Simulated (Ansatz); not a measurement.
Species: SbBr₂, charge 0, doublet. SbBr2 (SMILES [Br][Sb][Br], doublet).
B3LYP-D3(BJ)/def2-TZVP minimum from Ansatz (a quantum-chemistry and plane-wave program):
```xyz
3

Sb     0.1493    -0.5899     0.7138
Br     1.7658     0.8971    -0.5258
Br    -1.9833    -0.0376    -0.5143
```
Charge 0, spin multiplicity 2.

Property: atomisation energy (electronic, to ground-state atoms), in kcal/mol. Radicals and triplets start from unrestricted determinants; spin-orbit coupling is neglected. Cores are frozen in correlated methods (noble-gas shells, and filled d and f shells in the p block). Past Kr the def2 sets carry scalar-relativistic core potentials. CBS(X,Y): correlation extrapolated as X^-3, Hartree-Fock from the larger set. A bracket is a step between two methods taken in the basis named. Spin-orbit terms, left out, reach several kcal/mol for Br and I, and more for heavier atoms.

CCSD(T)/CBS(def2-TZVPP,def2-QZVPP) + [CCSDT(Q) - CCSD(T)]/def2-SVP (Ansatz) gives 129.6 kcal/mol.

Problem. How far off this value is PBE/def2-TZVPD (Ansatz), in which direction, and how far these levels: B3LYP/def2-TZVPD, PBE0/def2-TZVPD, wB97M-V/def2-TZVPD, B2PLYP/def2-TZVPD, CCSD(T)/CBS(def2-TZVPP,def2-QZVPP)?

Solution. PBE gives 140.0 kcal/mol, 10.4 kcal/mol above it. Differences of the others: B3LYP/def2-TZVPD (Ansatz) -0.4; PBE0/def2-TZVPD (Ansatz) 2.3; wB97M-V/def2-TZVPD (Ansatz) -1.6; B2PLYP/def2-TZVPD (Ansatz) -2.8; CCSD(T)/CBS(def2-TZVPP,def2-QZVPP) (Ansatz) -0.6 kcal/mol.
